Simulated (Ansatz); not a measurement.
BH$_{4}$O$_{2}$Si, SMILES `O[B]O[SiH3]` radical, relaxed with UKS PBE0-D4/def2-TZVP in Ansatz 0.2.0 from a GFN2-xTB geometry. The force threshold is 0.005 eV/Å; the program also tests the step.

The species carries charge 0 and has multiplicity 2.

Start:

```xyz
8

O     0.827    0.309    2.212
B     0.942   -0.682    1.320
O     0.401   -0.682    0.106
Si   -0.455   -0.114   -1.147
H     0.314    1.088    1.950
H    -1.289   -1.241   -1.553
H    -1.281    1.035   -0.752
H     0.541    0.287   -2.136
```

Question: How much energy does the relaxation release, and in how many steps? (An estimate is asked.)

Answer: Computed: 0.08 eV, in 15 steps, 1 of them rejected.

Question: Which bonds change most? (Best estimate.)

Answer: The calculation gave: O3–Si4 from 1.620 to 1.653 Å; Si4–H7 from 1.469 to 1.491 Å; Si4–H6 from 1.460 to 1.480 Å; Si4–H8 from 1.460 to 1.480 Å.

Question: Give the relaxed structure. (An estimate is asked.)

Answer: The calculation gave: 
```xyz
8

O     0.658    0.369    2.150
B     1.028   -0.623    1.318
O     0.627   -0.824    0.050
Si   -0.367   -0.134   -1.077
H     0.030    1.004    1.778
H    -1.407   -1.118   -1.453
H    -1.015    1.083   -0.511
H     0.446    0.244   -2.255
```
